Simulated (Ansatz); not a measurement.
Gas-phase electronic energies from Ansatz, PBE0-D4/def2-TZVP geometries. CCSD(T)/CBS adds triple-zeta CCSD(T) − MP2 to the extrapolated MP2 energy (def2 sets, frozen cores). Functionals use def2-TZVPP. For Se outer-core shells are correlated without core-valence functions, which leaves a few kJ/mol of doubt a bond. Scalar relativity is left out up to krypton. One conformer a species, not always the lowest.

Consider the substitution at a C–N bond: `CNCS` + `CO[SiH2][SeH]` → `CO[SiH2][Se]C` + `NCS`.

| level | ΔE (eV) |
| --- | --- |
| r2SCAN-D4 | -0.27 |
| HF/CBS(def2) | -0.15 |

(1) What does CCSD(T)/CBS give? (An estimate is asked.)

Largest T1 diagnostic among the species: 0.010.

## Answers

(1) Ansatz gave: -0.28 eV. The listed levels differ from it by 0.01, 0.13 eV.

In def2-TZVPP, CCSD(T) changes the Hartree–Fock value by −0.11 eV (the triples alone add −0.02 eV) and MP2 by −0.16 eV. The D4 term adds −0.05 eV with B3LYP and −0.03 eV with PBE0; it sums over pairs of atoms, weighted by their polarisabilities, and B3LYP, whose exchange is more repulsive, gets the larger term.

B3LYP here is the variant with VWN-RPA as its local correlation; programs differ in this.
